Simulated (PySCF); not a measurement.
Te(SMe)(GeH3) (CH6GeSTe), SMILES CS[Te][GeH3].

Coordinates come from a PBE0-D3(BJ)/def2-SVP optimisation. This is a generated structure with no PubChem entry under its InChIKey; it may be hypothetical. The def2 effective core potentials stand for the cores of Te; spin–orbit coupling is left out. Other conformers were not sampled.

Two levels are set side by side: TDDFT-PBE/def2-SVPD (PySCF) and TDDFT-B3LYP/def2-SVPD (PySCF). Vertical, same geometry. The lowest singlet is HOMO→LUMO 100 % with PBE and HOMO→LUMO 100 % with the other functional; states are paired by order. Differences are taken from unrounded values.

```
quantity                               TDDFT-PBE
-------------------------------------  ---------
lowest singlet excitation (eV)              3.07
lowest triplet excitation (TDA) (eV)        2.53
first bright state (f over 0.05) (eV)       5.70
its oscillator strength                     0.06
```

Task: These are the TDDFT-PBE values. What does TDDFT-B3LYP give? (Estimate from the structure and the level; the computed values follow.)

Result: 
```
quantity                               TDDFT-B3LYP  TDDFT-PBE minus TDDFT-B3LYP
-------------------------------------  -----------  ---------------------------
lowest singlet excitation (eV)                3.18                        -0.11
lowest triplet excitation (TDA) (eV)          2.64                        -0.11
first bright state (f over 0.05) (eV)         4.72                         0.99
its oscillator strength                       0.06                         0.01
```

Functionals without exact exchange tend to place singlet excitations lower, as here. Differences between two approximate levels are no errors against the true value.

Rough cost on one machine, each run with all the roots and properties that it gave: TDDFT-B3LYP against TDDFT-PBE about 3 times.
